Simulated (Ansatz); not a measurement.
Geometry optimisation, RKS PBE0-D4/def2-SVP (Ansatz 0.2.0).

input.yaml

```yaml
crystal:
  periodic: [false, false, false]
  atoms:
    - { symbol: B, position_ang: [-0.003596, 0.734781, -0.294315] }
    - { symbol: Cl, position_ang: [-0.047836, -0.740205, 2.396087] }
    - { symbol: C, position_ang: [1.378732, 0.086619, -0.646306] }
    - { symbol: H, position_ang: [1.32986, -1.01178, -0.684431] }
    - { symbol: H, position_ang: [1.627202, 0.428977, -1.66955] }
    - { symbol: H, position_ang: [2.211181, 0.384921, 0.006502] }
    - { symbol: C, position_ang: [-1.379093, 0.133039, -0.749871] }
    - { symbol: H, position_ang: [-1.497182, -0.886352, -0.347625] }
    - { symbol: H, position_ang: [-2.263957, 0.722931, -0.471373] }
    - { symbol: H, position_ang: [-1.368414, 0.028476, -1.849607] }
    - { symbol: S, position_ang: [-0.092504, 2.422794, 0.495885] }
    - { symbol: H, position_ang: [1.229834, 2.608828, 0.71403] }
    - { symbol: H, position_ang: [-0.314528, 0.563671, 2.292274] }
basis:
  gaussian: { orbitals: def2-SVP }
hamiltonian:
  xc: pbe0
  dispersion: d4
relax:
  f_tol: 0.03
  max_steps: 50
```

Command:

```bash
$ ansatz run input.yaml --threads 4 --pin off --max-ram 5120MiB --backend cpu --events-out ev --progress --plain --runs-dir out
```

Where does it end, and by what steps?

The run converged. The force dipped under the threshold on the way, but the program's further checks kept it going. After 13 steps the energy has fallen by 0.106 eV; Cl2 moved furthest, 0.52 Å.

```tsv
step	energy less start (eV)	largest force component (eV/Å)	accepted
0	0.0000	0.998	yes
1	-0.0458	1.159	yes
2	-0.0655	1.047	yes
3	-0.0779	0.850	yes
4	-0.0890	0.198	yes
5	-0.0587	0.432	no
6	-0.0995	0.134	yes
7	-0.0999	0.130	yes
8	-0.1032	0.066	yes
9	-0.1050	0.025	yes
10	-0.1044	0.163	no
11	-0.1057	0.021	yes
12	-0.1045	0.101	no
13	-0.1060	0.030	yes
```

```xyz
13
Properties=species:S:1:pos:R:3
B 0.027 0.781 -0.375
Cl -0.304 -0.697 2.841
C 1.402 0.168 -0.810
H 1.366 -0.933 -0.787
H 1.569 0.444 -1.868
H 2.276 0.509 -0.235
C -1.346 0.151 -0.798
H -1.533 -0.691 -0.104
H -2.211 0.827 -0.730
H -1.302 -0.284 -1.809
S -0.074 2.265 0.671
H 1.245 2.454 0.902
H -0.303 0.483 2.294
```

Run time: 22 s on 4 threads of Intel(R) Xeon(R) Platinum 8488C (Sapphire Rapids) (shared host), peak memory 0.31 GiB.
